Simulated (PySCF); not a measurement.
CH4Cl2NNbO, multiplicity 1. Atoms are numbered in the order given.

```xyz
10

Nb    -0.0513    -0.1522     0.0000
N      0.2290    -1.8738     0.0000
H      0.3772    -2.8803     0.0000
Cl    -1.2096     0.3936     1.9456
Cl    -1.2096     0.3936    -1.9456
O      1.6282     0.6648     0.0000
C      3.0122     0.4126     0.0000
H      3.2137    -0.6722     0.0000
H      3.4675     0.8654    -0.8958
H      3.4675     0.8654     0.8958
```

Coordinates come from a B3LYP-D3(BJ)/def2-SVP optimisation. The spin state was assumed, not searched. The def2 effective core potentials stand for the cores of Nb; spin–orbit coupling is left out. One conformer was computed; it need not be the lowest.

These are M06-2X/def2-TZVP in PySCF values and carry that method's errors.

Computed frontier levels, gap, dipole moment and polarisability:
```yaml
highest_occupied_level: -9.69 eV
lowest_empty_level: -1.31 eV
orbital_gap: 8.37 eV
dipole_moment: 3.75 D
quadrupole, principal values (traceless, Buckingham form, about the centre of nuclear charge): -11.10, 4.78, 6.32 D·Å
mean_static_polarisability: 89.0 bohr³ (13.19 Å³)
polarisability_principal_values: 81.0, 90.0, 96.0 bohr³
```
